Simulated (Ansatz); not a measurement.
Ansatz (a first-principles code) input:

Ansatz 0.2 input:
```yaml
crystal:
  periodic: [false, false, false]
  atoms:
    - {symbol: In, position_ang: [0.00000000, -0.00000000, 0.00000000]}
    - {symbol: F, position_ang: [-1.65023762, -1.00267583, 0.05747087]}
    - {symbol: F, position_ang: [0.02001512, 1.78584197, -0.73641957]}
    - {symbol: F, position_ang: [1.63022250, -0.78316614, 0.67894870]}
basis:
  gaussian:
    orbitals: def2-SVPD
magnetization: {spin_polarized: false}
correlation: {method: ccsd_t, electrons: outside_noble_gas}
output: {forces: true}
```

Predict the final energy.

-488.05245 Eh (CCSD(T)/def2-SVPD). The basis has 101 functions. The run takes very roughly 30 core-seconds.
